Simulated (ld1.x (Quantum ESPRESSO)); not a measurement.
# What the settings do to the TM potential of Sn

Base potential:

```
Element                 : Sn
Generator               : ld1.x (Quantum ESPRESSO) 7.5
Type                    : norm-conserving Troullier–Martins (Kleinman–Bylander form)
Functional              : BLYP
Relativity              : scalar-relativistic
Frozen core             : [Kr]
Valence charge          : 14
Reference configuration : 4d10 5s2 5p2
Partial waves           : 5p (bound): rc 2.70 bohr; 4d (bound): rc 1.25 bohr; 5s (bound): rc 2.15 bohr
Local potential         : the s channel
Core correction         : a·sin(br)/r model core inside 0.65 bohr
```

Cutoffs, loose and tight: the cutoffs (Ry, on a coarse ladder) from which the occupation-weighted sum of valence levels, in a spherical-Bessel basis at the reference potential, stays within 10 and 1 mRy of its value at 400 Ry. They do not see the model core or the augmentation charge, which bear on the density cutoff. Test errors are all-electron minus pseudo excitation energies from the reference, over the configurations 4d10 5s2 5p1; 4d10 5s2 5p0; 4d10 5s1 5p0; 4d10 5s2 5p2.3; 4d10 5s2 5p1.5; 4d10 5s1 5p2; 4d10 5s0 5p0. A dash means not determined; rows that change the core or the reference have their own tests.

A true bound ghost makes a file unfit for plane-wave use even where its test errors are small: the radial tests pick states by their node count and pass the ghost by.

| change | outcome | cutoff, loose | cutoff, tight | bound ghosts | largest test error (meV) |
| --- | --- | --- | --- | --- | --- |
| base | generated | 100 Ry | 160 Ry | none | -89 |
| wave 5s (bound): rc 2.15 bohr becomes 5s (bound): rc 1.38 bohr | generated | 110 Ry | 200 Ry | p, s (extra level of the local part) | -83 |
| wave 5s (bound): rc 2.15 bohr becomes 5s (bound): rc 1.70 bohr | generated | 100 Ry | 160 Ry | none | -82 |
| wave 5s (bound): rc 2.15 bohr becomes 5s (bound): rc 1.90 bohr | generated | 100 Ry | 160 Ry | none | -88 |
| wave 5s (bound): rc 2.15 bohr becomes 5s (bound): rc 2.14 bohr | generated | 100 Ry | 160 Ry | none | -89 |
| wave 5s (bound): rc 2.15 bohr becomes 5s (bound): rc 2.66 bohr | generated | 100 Ry | 160 Ry | none | -178 |
| wave 5s (bound): rc 2.15 bohr becomes 5s (bound): rc 3.00 bohr | generated | 100 Ry | 160 Ry | none | -310 |

What comes out with this change to the base: wave 5s (bound): rc 2.15 bohr becomes 5s (bound): rc 3.20 bohr?

outcome: generated; cutoff, loose: 100 Ry; cutoff, tight: 160 Ry; bound ghosts: none; largest test error (meV): -462.

What comes out with this change to the base: wave 5s (bound): rc 2.15 bohr becomes 5s (bound): rc 2.50 bohr?

outcome: generated; cutoff, loose: 100 Ry; cutoff, tight: 160 Ry; bound ghosts: none; largest test error (meV): -124.

Reading the sweep of the s radius (base included, trends over the rows without a ghost): The loose cutoff stays near 100 Ry. The median size of the test errors (rows with all tests solved) rises from 1.6 meV at 1.7 to 18.7 meV at 3.2 bohr, with one reversal. More of the atom is replaced by a form fitted at one configuration, so other configurations suffer as the radius grows. Bound ghosts are found at 1.38 bohr.
